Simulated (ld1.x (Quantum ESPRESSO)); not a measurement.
# bismuth (Bi): one change to a TM semilocal potential, before and after

ld1.x (Quantum ESPRESSO) 7.5 input, shortened:

```
&input
   title='Bi', zed=83., rel=1, dft='PBE', iswitch=3,
   config='[Xe] 4f14 5d10 6s2 6p3'
 /
 &inputp
   pseudotype=1, tm=.true., lloc=1,
   nlcc=.false.
 /
3
6S  1  0   2.00   0.00  1.65  1.65  0.0
5D  3  2  10.00   0.00  1.45  1.45  0.0
6P  2  1   3.00   0.00  2.35  2.35  0.0
 &test
   configts(1)='5d10 6s2 6p3'
 /
```

Change: all radii scaled by about 1.14 (s 1.88, p 2.68, d 1.66 bohr).

Cutoffs: the cutoffs (Ry, on a coarse ladder) from which the occupation-weighted sum of valence levels, in a spherical-Bessel basis at the reference potential, stays within 10 and 1 mRy of its value at 400 Ry; they do not see the model core or the augmentation charge, which bear on the density cutoff. Errors are all-electron minus pseudo energies relative to the spin-unpolarised reference configuration.

Question: What does the change do?

Answer: The potential gets neither clearly harder nor softer (55 Ry and 100 Ry → 60 Ry and 90 Ry); the d channel sets the loose cutoff, while the largest relative change is in s, which becomes softer; of the 7 tests that both files solve, the error grows in 1 and shrinks in 2 by more than 15 % and 0.3 meV (median size 6.4 → 2.3 meV); neither file shows a bound ghost. A semilocal file is local in each channel, so a ghost entry of none says nothing of the separable form that plane-wave codes build from it.

| quantity | base | changed |
| --- | --- | --- |
| cutoff, loose | 55 Ry | 60 Ry |
| cutoff, tight | 100 Ry | 90 Ry |
| loose cutoff by channel (10 mRy a level) | s 25 Ry, d 50 Ry, p 8 Ry | s 21 Ry, d 50 Ry, p 8 Ry |
| bound ghosts | none | none |
| error for 5d10 6s2 6p2, meV [ΔE 7.91 eV] | -2.7 | -2.3 |
| error for 5d10 6s2 6p1, meV [ΔE 23.16 eV] | -6.4 | -6.3 |
| error for 5d10 6s2 6p0, meV [ΔE 46.50 eV] | -11 | -16 |
| error for 5d10 6s2 6p3.3, meV [ΔE -1.09 eV] | +0.6 | +0.6 |
| error for 5d10 6s0 6p5, meV [ΔE 20.50 eV] | -11 | +0.7 |
| error for 5d10 6s1 6p4, meV [ΔE 10.08 eV] | -3.8 | -1.3 |
| error for 5d9 6s2 6p3, meV [ΔE 33.32 eV] | -79 | -80 |
